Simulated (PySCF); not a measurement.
Input file for PySCF: R-HF/STO-3G on CH6F2Ge (a complex), monomers drawn apart or pushed together.

```python
from pyscf import gto, scf, dft, mp
from pyscf.data.elements import chemcore

mol = gto.M(
    atom='''
    Ge   -0.70010531    0.53473121    0.34687054
    H    -0.86038231    0.61855786   -1.18009865
    H    -0.37538836   -0.91919667    0.72698455
    H    -2.01310343    0.95637223    1.01988008
    H     0.44308819    1.45176820    0.79628322
    F    -0.11075844   -0.05758991    4.14252855
    C     0.78209687   -1.08563255    4.22258496
    F     1.98314667   -0.64924842    3.75429464
    H     0.43269337   -1.90000867    3.58679392
    H     0.89447183   -1.36689638    5.27070827
    ''',
    basis='sto-3g',
    charge=0, spin=0, verbose=3, max_memory=1800)
mf = scf.RHF(mol)
mf.conv_tol = 1e-8
mf.max_cycle = 100
mf.kernel()
if not mf.converged:
    mf = mf.newton().run(mf.mo_coeff, mf.mo_occ)
```

Problem. What total energy does the run end on?

Solution. -2288.6989 hartree.
